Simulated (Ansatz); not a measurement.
Isolated molecules relaxed with PBE0-D4/def2-TZVP in Ansatz; ΔE leaves out vibrations. CCSD(T)/CBS adds triple-zeta CCSD(T) − MP2 to the extrapolated MP2 energy (def2 sets, frozen cores). This one scheme is used for every species. DFT in def2-TZVPP. B3LYP here is the variant with VWN-RPA as its local correlation; programs differ in this. Each species was taken in one conformer, which may not be the lowest.

Consider the redistribution: `OB(O)S` + `O[SiH](S)[SiH2][SiH3]` → `OB(S)S` + `O[SiH](O)[SiH2][SiH3]`.

```csv
level,ΔE (kJ/mol),difference from CCSD(T)/CBS
PBE-D4,19.2,2.5
r2SCAN-D4,16.4,-0.3
PBE0-D4,21.1,4.4
B3LYP-D4,17.8,1.1
ωB97X-V,16.8,0.1
ωB97M-V,18.9,2.2
B2PLYP,14.7,-2.0
PBE,18.0,1.3
r2SCAN,15.9,-0.8
PBE0,19.8,3.1
B3LYP,15.8,-0.9
HF/def2-TZVPP,19.3,2.6
MP2/def2-TZVPP,13.9,-2.8
SCS-MP2/def2-TZVPP,13.4,-3.3
CCSD/def2-TZVPP,16.5,-0.2
CCSD(T)/def2-TZVPP,15.7,-1.0
HF/def2-QZVPP,19.1,2.4
MP2/def2-QZVPP,14.4,-2.3
SCS-MP2/def2-QZVPP,14.0,-2.7
HF/CBS(def2),19.0,2.3
MP2/CBS(def2),14.9,-1.8
CCSD/CBS(def2),17.5,0.8
CCSD(T)/CBS,16.7,0
```

Largest T1 diagnostic among the species: 0.013.

In def2-TZVPP, CCSD(T) changes the Hartree–Fock value by −3.5 kJ/mol (the triples alone add −0.7 kJ/mol) and MP2 by −5.4 kJ/mol.
